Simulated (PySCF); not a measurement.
# Peak assignment

Geometry:
```json
{"atom": "C1", "x (Å)": "-2.863", "y (Å)": "-0.013", "z (Å)": "-0.464"}
{"atom": "Si2", "x (Å)": "-1.361", "y (Å)": "-0.932", "z (Å)": "0.234"}
{"atom": "C3", "x (Å)": "0.241", "y (Å)": "-0.899", "z (Å)": "-0.771"}
{"atom": "C4", "x (Å)": "0.907", "y (Å)": "-0.157", "z (Å)": "0.130"}
{"atom": "C5", "x (Å)": "2.307", "y (Å)": "0.303", "z (Å)": "0.057"}
{"atom": "N6", "x (Å)": "2.711", "y (Å)": "1.041", "z (Å)": "1.125"}
{"atom": "O7", "x (Å)": "3.050", "y (Å)": "0.055", "z (Å)": "-0.872"}
{"atom": "C8", "x (Å)": "-0.081", "y (Å)": "0.110", "z (Å)": "1.243"}
{"atom": "H9", "x (Å)": "-2.583", "y (Å)": "0.949", "z (Å)": "-0.884"}
{"atom": "H10", "x (Å)": "-3.611", "y (Å)": "0.160", "z (Å)": "0.303"}
{"atom": "H11", "x (Å)": "-3.330", "y (Å)": "-0.596", "z (Å)": "-1.252"}
{"atom": "H12", "x (Å)": "-1.727", "y (Å)": "-2.210", "z (Å)": "0.852"}
{"atom": "H13", "x (Å)": "0.638", "y (Å)": "-1.275", "z (Å)": "-1.698"}
{"atom": "H14", "x (Å)": "3.658", "y (Å)": "1.379", "z (Å)": "1.154"}
{"atom": "H15", "x (Å)": "2.100", "y (Å)": "1.227", "z (Å)": "1.899"}
{"atom": "H16", "x (Å)": "-0.297", "y (Å)": "1.169", "z (Å)": "1.382"}
{"atom": "H17", "x (Å)": "0.235", "y (Å)": "-0.299", "z (Å)": "2.202"}
```

- σ from GIAO-PBE0/pcSseg-1
- geometry from GFN2-xTB
- run in PySCF
- equivalent nuclei averaged, one computed conformer, gas phase, no relativistic terms

Shifts are taken against calculated references (same method and geometry level): 13C (186.93 ppm), 1H (31.72 ppm) vs TMS.

**Question.** Assign these signals to the numbered atoms. 13C{1H} NMR (computed): δ 164.0, 158.8, 156.3, 20.6, -2.6.

**Answer.** 
164.0 → C5, amide carbonyl carbon: it is a carbonyl in resonance with an O or N lone pair, the region of acids, esters and amides
158.8 → C4, α carbon of a C=C–C=O unit: as expected for a trigonal carbon in a double bond
156.3 → C3, β carbon of a C=C–C=O unit: conjugation with the carbonyl draws π density from the β position
20.6 → C8, allylic sp3 CH2 bonded to Si
-2.6 → C1, methyl carbon bonded to Si: an electropositive neighbour leaves it electron-rich and shielded

**Question.** Assign these signals to the numbered atoms. 1H NMR (500 MHz, computed): δ 7.23 (d, 1H), 5.48 (br, 1H), 5.09 (m, 1H), 4.62 (br, 1H), 1.81 (m, 1H), 1.66 (m, 1H), 0.46 (d, 3H).

**Answer.** 
7.23 → H13, hydrogen on a β carbon of a C=C–C=O unit: olefinic region
5.48 → H15, hydrogen on an amide-type nitrogen: exchangeable, gas-phase position
5.09 → H12, hydrogen on a silicon bonded to 3 C, in a 4-membered ring
4.62 → H14, hydrogen on an amide-type nitrogen: labile proton, position sensitive to the medium
1.81 → H17, hydrogen on an allylic sp3 CH2 bonded to Si: allylic position
1.66 → H16, hydrogen on an allylic sp3 CH2 bonded to Si
0.46 → H9/H10/H11, hydrogen on a methyl carbon bonded to Si: an electropositive neighbour shields it, as in TMS itself

Exchangeable OH/NH protons stand at their gas-phase positions; hydrogen bonding in a real sample shifts them, mostly to higher δ. Rotation about the amide-type C–N bond is slow at room temperature, so the two groups on nitrogen are listed apart. Shifts are as computed. Against solution values, carbons near 30 ppm lie about +3 ppm off and those near 130 ppm about +5 ppm. Of 1309 compounds with measured shifts, 239 miss one by over three times the rms of a fit or turn the order of signals round; such compounds aren't used in these exercises. Hydrogen bonding in solution deshields acid and N–H amide carbonyl carbons by as much as 10 ppm beyond these values. No couplings were computed; multiplicities are counted from neighbouring protons, with m where these are inequivalent, close in shift, in a saturated or five-membered ring or joined by F or P, and br s for small geminal =CH2 splittings.
